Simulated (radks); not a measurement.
The numbers below are computed, except where a source is named.
Excited configurations of Pd3+: one electron is placed in a higher orbital outside [Kr] 4d6. The ground configuration is [Kr] 4d7. Level of theory: Dirac Kohn-Sham, BLYP, spin-unpolarised, spherical densities, point nucleus; open shells fill j = l - 1/2 first (a radial shooting solver on a logarithmic mesh with Libxc functionals). Excitation = E - E(ground); binding = E(ion) - E, where the ion is the core of charge +4; n* = 4/sqrt(2 binding) in atomic units, and the quantum defect is n - n*.

| outer orbital | excitation (eV) | binding (eV) | n* | quantum defect | eigenvalue (eV) | <r> (bohr) |
|---|---|---|---|---|---|---|
| 5s1/2 | 11.554 | 37.337 | 2.415 | 2.585 | -32.621 | 2.340 |
| 5p1/2 | 18.882 | 30.009 | 2.693 | 2.307 | -25.876 | 2.657 |
| 5d3/2 | 29.543 | 19.348 | 3.354 | 1.646 | -16.455 | 3.621 |
| 5f5/2 | 38.540 | 10.351 | 4.586 | 0.414 | -8.803 | 6.368 |
| 6s1/2 | 30.561 | 18.330 | 3.446 | 2.554 | -16.294 | 4.581 |
| 6d3/2 | 37.208 | 11.683 | 4.317 | 1.683 | -10.194 | 6.489 |
| 7s1/2 | 37.652 | 11.239 | 4.401 | 2.599 | -9.948 | 7.442 |
| 7p1/2 | 38.946 | 9.945 | 4.679 | 2.321 | -8.815 | 8.185 |

The Delta-SCF ionisation energy is 48.891 eV (NIST Atomic Spectra Database: 46 eV, theoretical). Self-interaction in the functional shifts the binding energies and quantum defects, so they are the method's values and not measured ones. Spin polarisation and multiplet splitting are left out, so open shells lie too high by an amount that depends on their filling.

Beside tabulated values, note that spin-unpolarised runs miss the spin-polarisation part of the exchange energy of open shells.
